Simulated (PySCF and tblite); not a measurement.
Results of a calculation; reference values are marked as such.
System: C₆H₇NO, numbered as in [CH:1]#[C:2]/[CH:3]=[CH:4]/[C:5](=[O:6])[NH:7][CH3:8].

Motion: rotation about the C4–C5 bond (torsion C3–C4–C5–O6 from 0° to 148°, rising). GFN2-xTB gives an electronic barrier of 4.1 kcal/mol and a reaction energy of 2.0 kcal/mol.

**Question.** What does CAM-B3LYP/pcSseg-1 + D3(BJ) give on GFN2-xTB geometries?

**Answer.** A barrier of 5.8 kcal/mol, 1.8 above the tight-binding barrier (from unrounded values), a reaction energy of 2.8 kcal/mol and, with GFN2-xTB thermal terms, ΔG‡(298 K) = 6.0 kcal/mol and k = 5.3×10⁸ s⁻¹ (2 equivalent paths).

Programs: tblite and PySCF.
